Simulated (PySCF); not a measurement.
An isoelectronic set: 40 electrons

HF in PySCF with def2-TZVPPD on every atom, for the lowest determinant that a PBE0 search found; no spin–orbit coupling. All have 40 electrons, 10 of them in the valence shells, and the same state, a singlet (closed shell). For ions De leads to the atom and ion picked by measured ionisation energies and electron affinities.

```tsv
species	difference of nuclear charges	Re (Å)	ωe (cm⁻¹)	k (mdyn/Å)	De (eV)	dissociates to
GeN⁻	25	1.641	1126	8.80	n/a	Ge⁻ + N
GaF	22	1.767	649	3.70	4.23	Ga + F
GeO	24	1.594	1134	9.96	3.20	Ge + O
AsN	26	1.571	1307	11.9	0.10	As + N
BBr	30	1.902	684	2.67	3.05	B + Br
GeF⁺	23	1.652	866	6.68	3.76	Ge⁺ + F
AsO⁺	25	1.521	1342	14.0	2.50	As⁺ + O
CBr⁺	29	1.680	1044	6.69	3.63	C⁺ + Br
```

Problem. Which member of the whole set has the stiffest bond, and how does it compare with the softest?

Solution. AsO⁺ with k = 14.0 mdyn/Å, 5.2 times that of BBr.

For an ion De counts to the pair picked by the measured ionisation energies or electron affinities, which need not be the lowest pair at this level. Where the molecule has an RHF reference, its open-shell atoms are computed with UHF. Hartree–Fock leaves out correlation, which carries a large part of most bond energies and some tenths to 1 eV of ionisation energies.
